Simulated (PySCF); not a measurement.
C5H7F, SMILES C#CC[C@@H](C)F. Atoms are numbered in the order given.

```xyz
13

C      2.2958     0.6202     0.7627
C      1.4589    -0.1030     0.2709
C      0.4435    -0.9718    -0.3087
C     -0.9521    -0.3527    -0.3681
C     -1.4830     0.1159     0.9645
F     -0.9179     0.7159    -1.2388
H      3.0428     1.2625     1.1909
H      0.7400    -1.2481    -1.3341
H      0.3881    -1.9114     0.2671
H     -1.6328    -1.1058    -0.8053
H     -1.5745    -0.7271     1.6654
H     -0.8060     0.8639     1.4024
H     -2.4750     0.5709     0.8345
```

The structure is a stationary point at PBE0-D3(BJ)/def2-SVP. The structure was generated by enumeration; whether it is a known compound was not checked. The values are those of a single conformer.

Method: PySCF with TDA-ωB97X/def2-SVPD.

Vertical excitations. 

```json
[
 {"state": "S1", "energy (eV)": "6.57", "λ (nm)": "189", "f": "0.000", "main pairs": "HOMO→LUMO+1 24 %, HOMO→LUMO+4 23 %, HOMO→LUMO 19 %, HOMO−1→LUMO+2 12 %"},
 {"state": "S2", "energy (eV)": "6.86", "λ (nm)": "181", "f": "0.002", "main pairs": "HOMO→LUMO+2 33 %, HOMO−1→LUMO+1 18 %, HOMO−1→LUMO+4 13 %, HOMO−1→LUMO 11 %"},
 {"state": "S3", "energy (eV)": "6.90", "λ (nm)": "180", "f": "0.001", "main pairs": "HOMO−1→LUMO+2 55 %, HOMO−1→LUMO+3 12 %"},
 {"state": "S4", "energy (eV)": "8.12", "λ (nm)": "153", "f": "0.045", "main pairs": "HOMO→LUMO 42 %, HOMO→LUMO+1 32 %, HOMO→LUMO+2 8 %"},
 {"state": "S5", "energy (eV)": "8.20", "λ (nm)": "151", "f": "0.066", "main pairs": "HOMO−1→LUMO 46 %, HOMO−1→LUMO+1 27 %, HOMO−1→LUMO+2 9 %"},
 {"state": "S6", "energy (eV)": "9.15", "λ (nm)": "136", "f": "0.132", "main pairs": "HOMO−1→LUMO+4 29 %, HOMO−1→LUMO+1 24 %, HOMO−1→LUMO 14 %, HOMO−3→LUMO 6 %"},
 {"state": "S7", "energy (eV)": "9.17", "λ (nm)": "135", "f": "0.020", "main pairs": "HOMO→LUMO+4 49 %, HOMO→LUMO+5 14 %, HOMO→LUMO+1 14 %"},
 {"state": "S8", "energy (eV)": "9.49", "λ (nm)": "131", "f": "0.119", "main pairs": "HOMO−2→LUMO 45 %, HOMO−1→LUMO+5 17 %"},
 {"state": "S9", "energy (eV)": "9.60", "λ (nm)": "129", "f": "0.048", "main pairs": "HOMO−2→LUMO 23 %, HOMO−1→LUMO+5 15 %, HOMO−3→LUMO 9 %, HOMO→LUMO+5 7 %"},
 {"state": "S10", "energy (eV)": "9.71", "λ (nm)": "128", "f": "0.035", "main pairs": "HOMO→LUMO+5 17 %, HOMO→LUMO+8 13 %, HOMO→LUMO+6 13 %, HOMO→LUMO+4 10 %"},
 {"state": "T1", "energy (eV)": "5.45", "λ (nm)": "228", "f": "0", "main pairs": "HOMO→LUMO+2 29 %, HOMO−1→LUMO+4 15 %, HOMO−1→LUMO+1 13 %, HOMO−1→LUMO 10 %"},
 {"state": "T2", "energy (eV)": "6.02", "λ (nm)": "206", "f": "0", "main pairs": "HOMO−1→LUMO+2 22 %, HOMO→LUMO+1 22 %, HOMO→LUMO+4 19 %, HOMO→LUMO 13 %"},
 {"state": "T3", "energy (eV)": "6.04", "λ (nm)": "205", "f": "0", "main pairs": "HOMO→LUMO+2 36 %, HOMO−1→LUMO+1 15 %, HOMO−1→LUMO+4 13 %, HOMO−1→LUMO 8 %"},
 {"state": "T4", "energy (eV)": "6.63", "λ (nm)": "187", "f": "0", "main pairs": "HOMO−1→LUMO+2 44 %, HOMO→LUMO+4 9 %, HOMO→LUMO+1 8 %, HOMO→LUMO 8 %"}
]
```
Triplets are in the Tamm–Dancoff approximation.
